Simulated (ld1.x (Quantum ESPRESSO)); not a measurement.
Values are calculated unless marked as measured or tabulated.
**Potentials for chlorine compared**

Generated with ld1.x 7.5 (TM, RRKJ, ultrasoft, PAW), atompaw 4.2 or ONCVPSP 4.0.1. The cutoff is in Ry: for ld1.x and atompaw files where the sum of valence levels is converged to 10 mRy in a Bessel basis, for ONCV files where the hardest occupied wave has 1 mHa per electron of residual kinetic energy. The error is the largest all-electron minus pseudo excitation energy over each file’s own four to seven test configurations (ionisations up to +4, promotions, holes and added fractions of an electron), all of which were solved. The labels leave out finer settings (local radius, basis sizes, second energies), which also bear on the numbers. Spin-polarised tests are not counted. The rows are a selection from randomly drawn settings: files with unsolved tests, undetermined cutoffs or missed reference levels are left out.

A true bound ghost makes a file unfit for plane-wave use even where its test errors are small: the radial tests pick states by their node count and pass the ghost by.

| potential | cutoff (Ry) | largest error (meV) | bound ghosts |
| --- | --- | --- | --- |
| RRKJ, PBE, scalar-relativistic, rc 1.40/1.40/1.10 (spd), local p, core correction yes, reference 3s2 3p5 | 40 | +164 | none |
| ultrasoft, Wu–Cohen, scalar-relativistic, rc 1.45/1.20 (sp), local smoothed, core correction yes, reference 3s2 3p3 | 18 | +33 | none |
| PAW, PW91, non-relativistic, rc 1.60/1.80/1.45 (spd), local d, core correction yes, reference 3s2 3p5 | 21 | -54 | none |
| ultrasoft, PBE, scalar-relativistic, rc 1.30/1.30 (sp), local smoothed, core correction yes, reference 3s2 3p5 | 21 | -7.2 | none |

Question: Fill in the row for Cl: PAW, LDA (PZ), scalar-relativistic, rc 1.10/1.35 (sp), local smoothed, core correction yes, reference 3s2 3p3.5.

Answer: cutoff 35 Ry, largest error -68 meV, bound ghosts: s.

Question: Fill in the row for Cl: TM, PBE, scalar-relativistic, rc 1.05/0.95 (sp), local s, core correction yes, reference 3s2 3p4.75.

Answer: cutoff 160 Ry, largest error +82 meV, bound ghosts: none.

Question: Fill in the row for Cl: TM, LDA (PZ), non-relativistic, rc 1.20/1.10 (sp), local p, core correction no, reference 3s1 3p6.

Answer: cutoff 90 Ry, largest error +291 meV, bound ghosts: none.
